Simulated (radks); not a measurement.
Species: Os51+. Configuration: [Ar] 3d7.

All-electron calculation, scalar-relativistic Kohn-Sham, PBE, spin-unpolarised, spherical densities, point nucleus. Program: a radial shooting solver on a logarithmic mesh with Libxc functionals.

Energy parts (eV):
part                      energy
total                 -410472.81
kinetic                460597.06
electron-nucleus      -930245.48
Hartree                 65302.78
exchange-correlation    -6127.18

Orbitals (lengths in bohr, moments of r in powers of bohr; r(90%) holds 90 % of the orbital's charge):
orbital  occ.  eigenvalue (eV)      <r^2>  <1/r>  r(90%)
1s          2        -76939.86  0.0004331  90.52  0.0323
2s          2        -15857.90   0.006584  21.27   0.116
2p          6        -14204.41   0.005473  19.12   0.109
3s          2        -5736.769    0.04004  8.173   0.273
3p          6        -5247.576    0.04011  7.545   0.277
3d          7        -4748.231    0.03221  7.125   0.256
4s          0        -2899.123     0.1485  4.135   0.512
4p          0        -2707.940     0.1552  3.885   0.527

The highest occupied level is 3d at -4748.2 eV. Summed over all electrons, <r^2> = 0.5931 bohr^2, which gives a Langevin (diamagnetic) susceptibility term of -0.47 x 10^-6 cm^3/mol. The density falls to 0.001 e/bohr^3 at r = 0.61 bohr. For comparison, the ionisation energy in NIST's Atomic Spectra Database is 4779 eV (theoretical). In exact Kohn-Sham theory the highest level is minus the ionisation energy, but local and semilocal functionals leave it too shallow, through self-interaction and a potential that decays too fast; potentials with the right tail come closer.

Beside tabulated values, note that spin-unpolarised runs miss the spin-polarisation part of the exchange energy of open shells.
